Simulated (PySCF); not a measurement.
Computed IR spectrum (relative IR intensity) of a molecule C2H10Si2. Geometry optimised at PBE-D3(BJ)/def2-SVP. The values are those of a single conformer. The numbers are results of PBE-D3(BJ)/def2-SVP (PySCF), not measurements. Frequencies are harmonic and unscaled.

| ν (cm⁻¹) | relative intensity |
|---|---|
| 609 | 10 |
| 682 | 5.4 |
| 712 | 15 |
| 880 | 100 |
| 910 | 14 |
| 916 | 16 |
| 1050 | 6.0 |
| 1113 | 4.0 |
| 1377 | 2.3 |
| 2150 | 34 |
| 2161 | 47 |
| 2163 | 50 |
| 2971 | 3.4 |
| 3027 | 2.1 |

Q: Which molecule gave these data?
A) [SiH3]CC[SiH3]
B) C[SiH2]C[SiH3]
C) C[SiH2][SiH2]C
D) CC[SiH2][SiH3]

A: A, [SiH3]CC[SiH3]
